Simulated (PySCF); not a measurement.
**Radial density of As²⁺ (arsenic, charge +2)**

UHF, [Ar] 3d10 4s2 4p1, 2P determinant. Computed with PySCF 2.14 in cc-pVTZ-DK (6s5p3d1f, 43 functions), with the spin-free X2C one-electron Hamiltonian (Gaussian nucleus).

| r (bohr) | 4πr²ρ (e/bohr) | 4πr²(ρα − ρβ) |
| --- | --- | --- |
| 0.000740 | 0.2944 | 0.0000 |
| 0.00124 | 0.7267 | 0.0000 |
| 0.00209 | 1.757 | 0.0000 |
| 0.00352 | 4.109 | 0.0000 |
| 0.00592 | 9.103 | -0.0001 |
| 0.00996 | 18.32 | -0.0001 |
| 0.0168 | 31.23 | 0.0003 |
| 0.0282 | 40.45 | 0.0029 |
| 0.0474 | 36.49 | 0.0125 |
| 0.0798 | 34.29 | 0.0315 |
| 0.134 | 47.40 | 0.0273 |
| 0.226 | 32.94 | -0.0105 |
| 0.380 | 27.01 | 0.0615 |
| 0.638 | 26.08 | 0.0166 |
| 1.07 | 6.742 | 0.1512 |
| 1.81 | 2.170 | 0.5774 |
| 3.04 | 0.4432 | 0.2173 |
| 5.11 | 0.007453 | 0.0053 |

Densities and radii are taken from the X2C orbitals without a picture-change correction, which distorts them close to the nucleus.

Problem. Where is the radial spin density 4πr²(ρα − ρβ) most negative, and why is it negative at all?

Solution. Around r = 0.226 bohr, down to -0.0105 e/bohr: exchange with the open shell polarises the paired shells in an unrestricted calculation.
